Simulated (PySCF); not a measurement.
C3H9Ge (SMILES C[CH][CH2][GeH3]), doublet, geometry from GFN2-xTB; DF-PBE/pcseg-1 run with PySCF.

Here is a job for PySCF.
```python
from pyscf import gto, scf, dft

mol = gto.Mole()
mol.atom = '''
    C     2.34158793    1.08833734   -0.23254345
    C     1.81308624   -0.21245295    0.23514570
    C     0.57128543   -0.28375438    0.99009097
    Ge   -1.07453076   -0.17696050   -0.19641555
    H     3.39174683    1.01031274   -0.50702840
    H     2.22969830    1.85358314    0.53682327
    H     1.79497394    1.44449263   -1.11790682
    H     2.22200223   -1.11630520   -0.18495243
    H     0.48513465   -1.22031642    1.54291825
    H     0.47778719    0.54938448    1.69008991
    H    -1.12861210   -1.30931318   -1.17636722
    H    -1.06910268    1.07790469   -1.01600632
    H    -2.37440174   -0.17978707    0.56156785
'''
mol.basis = 'pcseg-1'
mol.spin = 1
mol.verbose = 4
mol.build()

mf = dft.UKS(mol)
mf.xc = 'pbe'
mf = mf.density_fit(auxbasis='def2-universal-jkfit')
mf.kernel()
mf.analyze()
```

Output, abridged:

```
PySCF version 2.14.0

[INPUT] verbose = 4
[INPUT] num. atoms = 13
[INPUT] num. electrons = 59
[INPUT] charge = 0
[INPUT] spin (= nelec alpha-beta = 2S) = 1
[INPUT] symmetry False subgroup None
[INPUT] Mole.unit = angstrom
[INPUT] Symbol           X                Y                Z      unit          X                Y                Z       unit  Magmom
[...]
nuclear repulsion = 258.439090678962
number of shells = 30
number of NR pGTOs = 220
number of NR cGTOs = 114
basis = pcseg-1
ecp = {}

******** <class 'pyscf.df.df_jk.DFUKS'> ********
method = DFUKS
initial guess = minao
damping factor = 0
level_shift factor = 0
DIIS = <class 'pyscf.scf.diis.CDIIS'>
diis_start_cycle = 1
diis_space = 8
diis_damp = 0
SCF conv_tol = 1e-09
SCF conv_tol_grad = None
SCF max_cycles = 50
direct_scf = False
number electrons alpha = 30  beta = 29
XC library pyscf.dft.libxc version 7.1.2
    S. Lehtola, C. Steigemann, M. J. T. Oliveira, and M. A. L. Marques,  SoftwareX 7, 1–5 (2018)
XC functionals = pbe
    J. P. Perdew, K. Burke, and M. Ernzerhof,  Phys. Rev. Lett. 77, 3865 (1996)
    J. P. Perdew, K. Burke, and M. Ernzerhof,  Phys. Rev. Lett. 78, 1396 (1997)
    J. P. Perdew, K. Burke, and M. Ernzerhof,  Phys. Rev. Lett. 77, 3865 (1996)
    J. P. Perdew, K. Burke, and M. Ernzerhof,  Phys. Rev. Lett. 78, 1396 (1997)
radial grids:
    Treutler-Ahlrichs [JCP 102, 346 (1995); DOI:10.1063/1.469408] (M4) radial grids

becke partition: Becke, JCP 88, 2547 (1988); DOI:10.1063/1.454033
pruning grids: <function nwchem_prune>
grids dens level: 3
symmetrized grids: False
atomic radii adjust function: <function treutler_atomic_radii_adjust>
small_rho_cutoff = 0
Set gradient conv threshold to 3.16228e-05
tot grids = 151272
init E= -2195.31188462869

cycle= 1 E= -2195.85599170466  delta_E= -0.544  |g|= 0.344  |ddm|= 2.46
cycle= 2 E= -2195.74337126235  delta_E= 0.113  |g|= 0.551  |ddm|= 1.09
cycle= 3 E= -2195.92124904116  delta_E= -0.178  |g|= 0.0609  |ddm|= 0.829
cycle= 4 E= -2195.92341581261  delta_E= -0.00217  |g|= 0.0257  |ddm|= 0.112
cycle= 5 E= -2195.92375091488  delta_E= -0.000335  |g|= 0.00619  |ddm|= 0.0313
cycle= 6 E= -2195.92377346648  delta_E= -2.26e-05  |g|= 0.00179  |ddm|= 0.00926
cycle= 7 E= -2195.92377529702  delta_E= -1.83e-06  |g|= 0.000859  |ddm|= 0.00326
cycle= 8 E= -2195.92377570047  delta_E= -4.03e-07  |g|= 0.000328  |ddm|= 0.00127
cycle= 9 E= -2195.92377576401  delta_E= -6.35e-08  |g|= 0.000115  |ddm|= 0.000552
cycle= 10 E= -2195.92377577244  delta_E= -8.43e-09  |g|= 2.1e-05  |ddm|= 0.000209
cycle= 11 E= -2195.92377577276  delta_E= -3.17e-10  |g|= 7.7e-06  |ddm|= 5.12e-05
Extra cycle  E= -2195.92377577275  delta_E= 7.28e-12  |g|= 9.31e-06  |ddm|= 2.31e-05
converged SCF energy = -2195.92377577275  <S^2> = 0.75308536  2S+1 = 2.003083
**** SCF Summaries ****
Total Energy =                       -2195.923775772747831
Nuclear Repulsion Energy =             258.439090678962259
One-electron Energy =                -3568.072561644026337
Two-electron Energy =                 1113.709695192316303
Two-electron Coulomb Energy =         1211.869961288561399
DFT Exchange-Correlation Energy =      -98.160266096245110
**** MO energy ****
                             alpha | beta                alpha | beta
[...]
To work with the spin densities directly, `use mulliken_meta_spin()` only printing them here.

 ** Mulliken spin pop alpha/beta on meta-lowdin orthogonal AOs **
 ** Mulliken Spin Density (per AO)  **
spin_pop of  0 C 1s        0.00000
spin_pop of  0 C 2s       -0.00608
spin_pop of  0 C 3s        0.00006
spin_pop of  0 C 2px      -0.00666
spin_pop of  0 C 2py      -0.01428
spin_pop of  0 C 2pz      -0.00965
spin_pop of  0 C 3px       0.00011
spin_pop of  0 C 3py       0.00006
spin_pop of  0 C 3pz       0.00021
spin_pop of  0 C 3dxy      0.00021
spin_pop of  0 C 3dyz      0.00036
spin_pop of  0 C 3dz^2     0.00010
spin_pop of  0 C 3dxz     -0.00001
spin_pop of  0 C 3dx2-y2    0.00001
spin_pop of  1 C 1s       -0.00001
[...]
spin_pop of  3 Ge 5s       -0.00001
spin_pop of  3 Ge 2px       0.00000
spin_pop of  3 Ge 2py       0.00000
spin_pop of  3 Ge 2pz       0.00000
spin_pop of  3 Ge 3px       0.00000
spin_pop of  3 Ge 3py      -0.00000
spin_pop of  3 Ge 3pz       0.00000
spin_pop of  3 Ge 4px       0.03795
spin_pop of  3 Ge 4py       0.00448
spin_pop of  3 Ge 4pz       0.04583
spin_pop of  3 Ge 5px       0.00006
spin_pop of  3 Ge 5py       0.00010
spin_pop of  3 Ge 5pz       0.00011
spin_pop of  3 Ge 3dxy     -0.00001
spin_pop of  3 Ge 3dyz     -0.00003
spin_pop of  3 Ge 3dz^2    -0.00002
spin_pop of  3 Ge 3dxz      0.00000
spin_pop of  3 Ge 3dx2-y2   -0.00001
spin_pop of  3 Ge 4dxy      0.00011
spin_pop of  3 Ge 4dyz     -0.00006
spin_pop of  3 Ge 4dz^2     0.00014
spin_pop of  3 Ge 4dxz      0.00044
spin_pop of  3 Ge 4dx2-y2    0.00014
spin_pop of  4 H 1s        0.00791
spin_pop of  4 H 2s        0.00002
spin_pop of  4 H 2px      -0.00000
spin_pop of  4 H 2py       0.00002
spin_pop of  4 H 2pz       0.00002
spin_pop of  5 H 1s        0.01822
spin_pop of  5 H 2s        0.00021
spin_pop of  5 H 2px       0.00005
spin_pop of  5 H 2py      -0.00001
spin_pop of  5 H 2pz      -0.00000
spin_pop of  6 H 1s        0.05880
spin_pop of  6 H 2s        0.00071
spin_pop of  6 H 2px       0.00007
spin_pop of  6 H 2py       0.00003
spin_pop of  6 H 2pz      -0.00000
spin_pop of  7 H 1s       -0.02163
spin_pop of  7 H 2s        0.00017
spin_pop of  7 H 2px       0.00027
spin_pop of  7 H 2py      -0.00005
spin_pop of  7 H 2pz       0.00041
spin_pop of  8 H 1s        0.01329
spin_pop of  8 H 2s        0.00017
spin_pop of  8 H 2px      -0.00001
spin_pop of  8 H 2py       0.00005
spin_pop of  8 H 2pz       0.00003
spin_pop of  9 H 1s        0.01884
spin_pop of  9 H 2s        0.00050
spin_pop of  9 H 2px      -0.00001
spin_pop of  9 H 2py       0.00007
spin_pop of  9 H 2pz       0.00001
spin_pop of  10 H 1s       -0.00184
spin_pop of  10 H 2s        0.00019
spin_pop of  10 H 2px       0.00000
spin_pop of  10 H 2py      -0.00000
spin_pop of  10 H 2pz       0.00001
spin_pop of  11 H 1s       -0.00135
spin_pop of  11 H 2s        0.00003
spin_pop of  11 H 2px       0.00002
spin_pop of  11 H 2py      -0.00001
spin_pop of  11 H 2pz      -0.00000
spin_pop of  12 H 1s        0.01919
spin_pop of  12 H 2s        0.00057
spin_pop of  12 H 2px      -0.00005
spin_pop of  12 H 2py       0.00000
spin_pop of  12 H 2pz       0.00004
 ** Mulliken Spin Density (per atom)  **
spin density of  0 C =     -0.03556
spin density of  1 C =      0.84357
spin density of  2 C =     -0.03895
spin density of  3 Ge =      0.11600
spin density of  4 H =      0.00797
spin density of  5 H =      0.01846
spin density of  6 H =      0.05961
spin density of  7 H =     -0.02083
spin density of  8 H =      0.01353
spin density of  9 H =      0.01941
spin density of  10 H =     -0.00164
spin density of  11 H =     -0.00131
spin density of  12 H =      0.01974
 ** Mulliken pop alpha/beta on meta-lowdin orthogonal AOs **
 ** Mulliken pop       alpha | beta **
In total            30.00000 | 29.00000
 ** Mulliken atomic charges   ( Nelec_alpha | Nelec_beta ) **
charge of  0C =     -0.30914  (     3.13679      3.17235 )
charge of  1C =     -0.11829  (     3.48093      2.63736 )
charge of  2C =     -0.33684  (     3.14895      3.18790 )
charge of  3Ge =      0.26880  (    15.92360     15.80760 )
charge of  4H =      0.11189  (     0.44804      0.44007 )
charge of  5H =      0.10421  (     0.45713      0.43867 )
charge of  6H =      0.10620  (     0.47670      0.41710 )
charge of  7H =      0.09729  (     0.44094      0.46177 )
charge of  8H =      0.11650  (     0.44852      0.43499 )
charge of  9H =      0.10954  (     0.45493      0.43552 )
charge of  10H =     -0.04918  (     0.52377      0.52541 )
charge of  11H =     -0.05143  (     0.52506      0.52637 )
charge of  12H =     -0.04954  (     0.53464      0.51490 )
Dipole moment(X, Y, Z, Debye):  0.45475,  0.09132,  0.26357
```
